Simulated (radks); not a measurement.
C IV, 3 electrons, occupied as [He] 2s1 (the NIST ground configuration). Calculated with a radial shooting solver on a logarithmic mesh with Libxc functionals: non-relativistic Kohn-Sham, LDA (Slater exchange, Perdew-Wang correlation), spin-polarised, spherical densities, point nucleus; open shells are filled with parallel spins first.

Radial electron density D(r) = 4 pi r^2 rho(r):

```
   r/bohr * D(r) (the largest magnitude, 6.13, reaches the edge; | marks zero)
  0.00837 |*
  0.01022 |*
  0.01249 | *
  0.01525 |  *
  0.01863 |   *
  0.02275 |     *
  0.02779 |       *
  0.03367 |          *
  0.04113 |              *
  0.05023 |                   *
  0.06135 |                         *
  0.07494 |                                *
  0.09153 |                                       *
   0.1118 |                                              *
   0.1365 |                                                   *
   0.1668 |                                                      *
   0.2037 |                                                     *
   0.2488 |                                               *
   0.3039 |                                     *
   0.3682 |                          *
   0.4497 |                *
   0.5493 |         *
   0.6709 |      *
   0.8195 |      *
    1.001 |       *
    1.222 |       *
    1.493 |     *
    1.824 |  *
    2.228 |*
    2.721 *
    3.323 *
    4.059 *
```

D(r) has 2 maxima, at r = 0.174, 1.05 bohr, and minima at 0.733 bohr, inside which lie 2.08 electrons.
